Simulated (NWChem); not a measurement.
System: AlSiH4OCl; SMILES [SiH3][O][AlH][Cl]

NWChem input:

```
start job
memory heap 200 mb stack 900 mb global 1100 mb
geometry units angstroms noautoz
  Al     0.876120    -0.702253    -0.000118
  Cl    -0.656638    -2.153366    -0.001752
  H      2.375740    -1.157905     0.002404
  O      0.463961     0.938728    -0.001603
  Si    -0.310650     2.396128    -0.000595
  H      0.158467     3.211322     1.150996
  H     -1.783454     2.218443     0.109134
  H     -0.010096     3.125167    -1.261217
end
basis spherical
  * library def2-svp
end
dft
  xc m06-2x
  iterations 150
  mulliken
end
task dft energy
```

Output (shortened):

```
             Northwest Computational Chemistry Package (NWChem) 7.3.0
             --------------------------------------------------------

 C1  symmetry detected

                             Geometry "geometry" -> ""
                             -------------------------

 Output coordinates in angstroms (scale by  1.889725989 to convert to a.u.)

  No.       Tag          Charge          X              Y              Z
 ---- ---------------- ---------- -------------- -------------- --------------
    1 Al                  13.0000     0.89881029    -0.71628960     0.00025324
    2 Cl                  17.0000    -0.57626345    -2.22600350    -0.00005266
    3 H                    1.0000     2.41504169    -1.11318430     0.00172810
    4 O                    8.0000     0.42304571     0.90739202    -0.00114783
    5 Si                  14.0000    -0.40774328     2.33351463     0.00023669
    6 H                    1.0000     0.03010972     3.16655032     1.15137098
    7 H                    1.0000    -1.87242779     2.09861578     0.11107817
    8 H                    1.0000    -0.13673849     3.07350142    -1.26070516

 Effective nuclear repulsion energy (a.u.)     243.8929920069

                                 NWChem DFT Module
                                 -----------------

 Summary of "ao basis" -> "ao basis" (spherical)
 ------------------------------------------------------------------------------
       Tag                 Description            Shells   Functions and Types
 ---------------- ------------------------------  ------  ---------------------
 Al                         def2-svp                 8       18   4s3p1d
 Cl                         def2-svp                 8       18   4s3p1d
 H                          def2-svp                 3        5   2s1p
 O                          def2-svp                 6       14   3s2p1d
 Si                         def2-svp                 8       18   4s3p1d

            General Information
            -------------------
          SCF calculation type: DFT
          Wavefunction type:  closed shell.
          No. of atoms     :     8
          No. of electrons :    56
           Alpha electrons :    28
            Beta electrons :    28
          Charge           :     0
          Spin multiplicity:     1
          Use of symmetry is: off; symmetry adaption is: off
          Maximum number of iterations: 150
          AO basis - number of functions:    88
                     number of shells:    42
          Convergence on energy requested:  1.00D-06
          Convergence on density requested:  1.00D-05
          Convergence on gradient requested:  5.00D-04

              XC Information
              --------------
                       M06-2X Method XC Functional
                     Hartree-Fock (Exact) Exchange  0.540
                        M06-2X Exchange Functional  1.000
                      M06-2X Correlation Potential  1.000

             Grid Information
             ----------------
          Grid used for XC integration:  medium
          Radial quadrature: Mura-Knowles
          Angular quadrature: Lebedev.
          Tag              B.-S. Rad. Rad. Pts. Rad. Cut. Ang. Pts.
          ---              ---------- --------- --------- ---------
          Al                  1.25       88          11.0       590
          Cl                  1.00       88          13.0       590
          H                   0.35       45          13.0       434
          O                   0.60       49           9.0       434
          Si                  1.10       88          11.0       590
          Grid pruning is: on
          Number of quadrature shells:   493
          Spatial weights used:  Erf1

      Superposition of Atomic Density Guess
      -------------------------------------

 Sum of atomic energies:       -1066.54175065

      Non-variational initial energy
      ------------------------------

 Total energy =   -1067.383081
 1-e energy   =   -1962.757403
 2-e energy   =     651.481330
 HOMO         =      -0.397129
 LUMO         =      -0.000217

     ---------------------------------------------
      Total Density - Mulliken Population Analysis
     ---------------------------------------------

    Atom       Charge   Shell Charges
 -----------   ------   -------------------------------------------------------
    1 Al  13    11.79   2.00  1.99  0.77  0.14  5.93  0.51  0.28  0.17
    2 Cl  17    17.48   2.00  1.99  1.23  0.72  5.94  2.19  3.41  0.01
    3 H    1     1.14   0.67  0.47  0.01
    4 O    8     9.05   1.99  1.11  0.66  3.19  2.10  0.00
    5 Si  14    13.23   2.00  1.99  0.95  0.25  5.94  1.03  0.88  0.19
    6 H    1     1.10   0.71  0.39  0.01
    7 H    1     1.10   0.71  0.38  0.01
    8 H    1     1.10   0.71  0.39  0.01

   convergence    iter        energy       DeltaE   RMS-Dens  Diis-err
 ---------------- ----- ----------------- --------- --------- ---------
 d= 0,ls=0.0,diis     1  -1069.3747786587 -1.31D+03  1.22D-02  6.79D-01
 d= 0,ls=0.0,diis     2  -1069.3572461645  1.75D-02  6.07D-03  1.05D+00
 d= 0,ls=0.0,diis     3  -1069.4568438938 -9.96D-02  1.22D-03  1.09D-02
 d= 0,ls=0.0,diis     4  -1069.4579581166 -1.11D-03  4.26D-04  1.53D-03
 d= 0,ls=0.0,diis     5  -1069.4581811981 -2.23D-04  7.29D-05  2.30D-05
  Resetting Diis
 d= 0,ls=0.0,diis     6  -1069.4581850704 -3.87D-06  1.64D-05  1.81D-06
 d= 0,ls=0.0,diis     7  -1069.4581853808 -3.10D-07  3.07D-06  3.21D-08

         Total DFT energy =    -1069.458185380842
      One electron energy =    -1965.782396411797
           Coulomb energy =      730.392631969593
    Exchange-Corr. energy =      -77.961412945546
 Nuclear repulsion energy =      243.892992006907

 Numeric. integr. density =       56.000004743719

                       DFT Final Molecular Orbital Analysis
                       ------------------------------------

 Vector   26  Occ=2.000000D+00  E=-3.792834D-01
              MO Center=  1.1D-01, -1.8D+00, -7.9D-04, r^2= 3.0D+00
   Bfn.  Coefficient  Atom+Function         Bfn.  Coefficient  Atom+Function
  ----- ------------  ---------------      ----- ------------  ---------------
    29      0.477395  2 Cl px                26      0.351852  2 Cl px
    30     -0.290829  2 Cl py                38     -0.217489  3 H  s
    37     -0.214486  3 H  s                 27     -0.212091  2 Cl py
    23      0.202874  2 Cl px                24     -0.122298  2 Cl py
     8     -0.106767  1 Al px                 3     -0.092918  1 Al s

 Vector   27  Occ=2.000000D+00  E=-3.773435D-01
              MO Center= -5.2D-02,  1.7D+00, -8.4D-02, r^2= 4.9D+00
   Bfn.  Coefficient  Atom+Function         Bfn.  Coefficient  Atom+Function
  ----- ------------  ---------------      ----- ------------  ---------------
    47      0.335196  4 O  pz                84      0.279590  8 H  s
    50      0.277955  4 O  pz                74     -0.250533  6 H  s
    31     -0.247344  2 Cl pz                65     -0.210570  5 Si pz
    85      0.205867  8 H  s                 75     -0.183804  6 H  s
    28     -0.171529  2 Cl pz                62      0.111300  5 Si pz

 Vector   28  Occ=2.000000D+00  E=-3.735622D-01
              MO Center= -3.4D-01,  1.3D+00,  7.9D-02, r^2= 4.6D+00
   Bfn.  Coefficient  Atom+Function         Bfn.  Coefficient  Atom+Function
  ----- ------------  ---------------      ----- ------------  ---------------
    45      0.335623  4 O  px                79      0.298285  7 H  s
    48      0.270115  4 O  px                80      0.218113  7 H  s
    30      0.182706  2 Cl py                63     -0.175801  5 Si px
    74     -0.166228  6 H  s                 46      0.145081  4 O  py
    27      0.131680  2 Cl py                75     -0.127826  6 H  s

 Vector   29  Occ=0.000000D+00  E=-8.970867D-03
              MO Center=  9.1D-01, -7.7D-01, -2.9D-03, r^2= 4.1D+00
   Bfn.  Coefficient  Atom+Function         Bfn.  Coefficient  Atom+Function
  ----- ------------  ---------------      ----- ------------  ---------------
    13      0.813182  1 Al pz                10      0.343621  1 Al pz
    31     -0.283807  2 Cl pz                 7     -0.182901  1 Al pz
    50     -0.181739  4 O  pz                68     -0.182092  5 Si pz
    47     -0.158576  4 O  pz                85     -0.137104  8 H  s
    28     -0.133397  2 Cl pz                75      0.122451  6 H  s

 Vector   30  Occ=0.000000D+00  E= 1.665649D-02
              MO Center=  5.4D-01, -2.3D-01,  2.8D-03, r^2= 5.6D+00
   Bfn.  Coefficient  Atom+Function         Bfn.  Coefficient  Atom+Function
  ----- ------------  ---------------      ----- ------------  ---------------
     4      1.273181  1 Al s                 38     -0.617076  3 H  s
    44     -0.502882  4 O  s                 22     -0.353419  2 Cl s
    67     -0.277177  5 Si py                30     -0.242799  2 Cl py
    59     -0.212223  5 Si s                 66      0.207720  5 Si px
     2      0.189139  1 Al s                 29     -0.172007  2 Cl px

 Vector   31  Occ=0.000000D+00  E= 7.257687D-02
              MO Center=  4.8D-01,  2.5D-01,  1.5D-03, r^2= 8.2D+00
   Bfn.  Coefficient  Atom+Function         Bfn.  Coefficient  Atom+Function
  ----- ------------  ---------------      ----- ------------  ---------------
    12      0.882445  1 Al py                67     -0.739330  5 Si py
    44     -0.568797  4 O  s                  4     -0.544659  1 Al s
    22      0.536682  2 Cl s                 59     -0.378381  5 Si s
    75      0.364448  6 H  s                 38      0.350230  3 H  s
    85      0.350654  8 H  s                 29      0.308737  2 Cl px

     ---------------------------------------------
      Total Density - Mulliken Population Analysis
     ---------------------------------------------

    Atom       Charge   Shell Charges
 -----------   ------   -------------------------------------------------------
    1 Al  13    12.18   2.00  1.98  0.80  0.01  5.93  0.79  0.38  0.28
    2 Cl  17    17.31   2.00  1.99  1.23  0.73  5.94  2.13  3.29  0.01
    3 H    1     1.16   0.71  0.45  0.01
    4 O    8     8.65   1.99  1.04  0.69  2.90  2.02  0.00
    5 Si  14    13.35   2.00  1.98  0.98  0.14  5.93  1.25  0.77  0.29
    6 H    1     1.12   0.74  0.37  0.01
    7 H    1     1.11   0.74  0.36  0.01
    8 H    1     1.12   0.74  0.37  0.01

     -------------------------------------------
      Total Density - Lowdin Population Analysis
     -------------------------------------------

    Atom       Charge   Shell Charges
 -----------   ------   -------------------------------------------------------
    1 Al  13    12.62   2.00  1.93  0.56  0.26  5.81  0.92  0.64  0.48
    2 Cl  17    17.07   2.00  1.96  1.03  0.79  5.83  2.25  3.21  0.01
    3 H    1     1.13   0.62  0.50  0.01
    4 O    8     8.36   1.97  0.88  0.60  2.75  2.15  0.00
    5 Si  14    13.48   2.00  1.93  0.62  0.33  5.82  1.25  1.07  0.45
    6 H    1     1.11   0.65  0.44  0.02
    7 H    1     1.11   0.65  0.43  0.02
    8 H    1     1.11   0.65  0.44  0.02

     Multipole analysis of the density
     ---------------------------------

     L   x y z        total         alpha         beta         nuclear
     -   - - -        -----         -----         ----         -------
     0   0 0 0     -0.000000    -28.000000    -28.000000     56.000000

     1   1 0 0      0.285477      0.142739      0.142739     -0.000000
     1   0 1 0      0.315859      0.157930      0.157930     -0.000000
     1   0 0 1      0.001085      0.000542      0.000542     -0.000000

     2   2 0 0    -35.218379    -69.862527    -69.862527    104.506674
     2   1 1 0     -1.392166      6.008647      6.008647    -13.409459
     2   1 0 1     -0.003249     -0.004269     -0.004269      0.005289
     2   0 2 0    -36.865246   -373.475418   -373.475418    710.085590
     2   0 1 1      0.004597     -0.000053     -0.000053      0.004703
     2   0 0 2    -31.733918    -21.093901    -21.093901     10.453884
```

Level: M06-2X/def2-SVP. All runs use the structure optimised with B3LYP/6-31G* (spherical d).
